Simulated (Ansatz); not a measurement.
Two isomers of CH6OSiTe: A = `[SiH3]OC[TeH]`, B = `OC([SiH3])[TeH]`.

Isolated molecules relaxed with PBE0-D4/def2-TZVP in Ansatz; ΔE leaves out vibrations. CCSD(T)/CBS is the MP2 limit (def2-TZVPP, def2-QZVPP) plus CCSD(T) − MP2 in def2-TZVPP, frozen cores. Functionals use def2-TZVPP. B3LYP here is the variant with VWN-RPA as its local correlation; programs differ in this. def2 core potentials past Kr. For Te outer-core shells are correlated without core-valence functions, which leaves a few kJ/mol of doubt a bond. One conformer a species, not always the lowest.

Which is lower in electronic energy at CCSD(T)/CBS, and by how much? (An estimate is asked.)

The calculation gave: A, by 22.5 kcal/mol.

Give E(B) − E(A) in kcal/mol with B2PLYP, HF/def2-TZVPP, B3LYP-D4, PBE0-D4, B3LYP, ωB97M-V, PBE-D4. (Estimate.)

The calculation gave: B2PLYP 23.8, HF/def2-TZVPP 27.5, B3LYP-D4 23.5, PBE0-D4 21.1, B3LYP 23.7, ωB97M-V 22.6, PBE-D4 19.9. None reverses the order clearly.

Largest T1 diagnostic: 0.012.

From PBE to PBE0 (25 % exact exchange), in def2-TZVPP and without D4, E(B) − E(A) moves by +1.1 kcal/mol. In def2-TZVPP, CCSD(T) changes the Hartree–Fock value by −4.6 kcal/mol (the triples alone add −0.7 kcal/mol) and MP2 by −4.3 kcal/mol.
